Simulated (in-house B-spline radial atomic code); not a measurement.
# Response and correlation of the erbium ion Er⁴⁰⁺

Closed shell [Ar] 3d10. Computed with an all-electron radial atomic-structure program (B-spline basis): Dirac-Hartree-Fock, relativistic RPA (time-dependent Dirac-Hartree-Fock) for the response and second-order many-body perturbation theory for correlation, no-pair Dirac-Coulomb Hamiltonian, finite nucleus.

Command:
```bash
python run_mb.py task.json out
```
Settings (nuclear radius in fm, box in bohr, cutoff in hartree):
```
basis_form          2
Z                   68
core_configuration  [Ar] 3d10
rms_radius          5.2516
mass_number         166
speed_of_light      137.036
box_radius          2.307
lmax                7
intervals           56
virtual_cutoff      115600.0
```

Cost of the run: 4.2 s on 1 thread of Intel(R) Xeon(R) Platinum 8259CL CPU @ 2.50GHz, with other jobs on the host.

| multipole (bohr³, bohr⁵, bohr⁷) | uncoupled | coupled RPA |
| --- | --- | --- |
| dipole | 0.0033206 | ? |
| quadrupole | 0.00023226 | 0.00023941 |
| octupole | 2.4211e-05 | 2.5134e-05 |

**Question.** What is the coupled dipole polarisability?

**Answer.** 0.0032569 atomic units, -2 % against the uncoupled value.

**Question.** Which subshells carry the dipole polarisability?

**Answer.** 3d5/2 47.4 %, 3d3/2 30.1 %, 3p3/2 14.3 %.

**Question.** What does the dipole shielding factor come to?

**Answer.** The dipole shielding factor is 0.412, against the exact N/Z = 28/68 = 0.412 of the non-relativistic theorem.

Dipole polarisability at imaginary frequency:

```tsv
u (Eh)	α(iu) (bohr³)
0	0.003257
13.1	0.003143
39.4	0.002472
78.8	0.001488
131	0.0008042
263	0.000273
525	8.121e-05
1310	1.461e-05
```

**Question.** What dispersion coefficients follow for two such ions (the dispersion part alone)?

**Answer.** C6 = (3/π)∫α(iu)²du = 0.0005779 hartree·bohr⁶ and C8 = 0.000221 hartree·bohr⁸.

Lowest J = 1 odd-parity excitations:

```
energy (eV)  oscillator strength  leading channel  weight
     1363.6                0.135     3d3/2 → p1/2   0.987
     1384.8                0.291     3d5/2 → p3/2   0.981
     1428.3               0.0324     3d3/2 → p3/2   0.991
     1624.7                 0.36     3p3/2 → s1/2   0.996
     1658.8               0.0105     3d5/2 → f5/2   0.889
     1680.9                 1.42     3d5/2 → f7/2   0.722
     1731.5                 5.56     3d3/2 → f5/2   0.828
     1828.1               0.0675     3p1/2 → s1/2   0.993
```

Second-order correlation energy by the highest angular momentum of the excited pair (hartree): s -0.0258, p -0.2027, d -0.4829, f -0.5471, g -0.1843, h -0.08038, i -0.03651, k -0.01853.

**Question.** What is the second-order correlation energy at the partial-wave limit?

**Answer.** The listed waves sum to -1.5782 hartree; extrapolating the increments as (l + 1/2)⁻⁴ gives -1.6161 hartree, -1.57 eV per electron.
